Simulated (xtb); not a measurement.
Te(Br)(SH) (BrHSTe), SMILES Br[Te]S. All values are semi-empirical tight-binding results from xtb (GFN2-xTB unless named), good for trends rather than for accurate numbers. Geometry: GFN2-xTB. One conformer was computed; it need not be the lowest.

Optimised geometry:

Bonded distances (Å): Te1–Br2 2.495, Te1–S3 2.374, S3–H4 1.331. Bond angles (°): Br2–Te1–S3 99.5, Te1–S3–H4 98.9.

Computed properties:
The orbital gap comes out as 3.14 eV and the zero-point energy comes out as 5.9 kcal/mol. The G − E(el) at 298.15 K (modified RRHO) comes out as -13.9 kcal/mol and the static polarisability (D4 model) comes out as 81.9 bohr³. The solvation energy, GFN2-xTB/ALPB(water) is -1.7 kcal/mol and the solvation energy, GFN2-xTB/ALPB(acetone) is -7.0 kcal/mol.

Computed atomic charges and the Wiberg bond orders between heavy atoms:
charges (e) Te1 0.16, Br2 -0.09, S3 -0.24, H4 0.16. Bond orders Te1–Br2 1.23, Te1–S3 1.18.
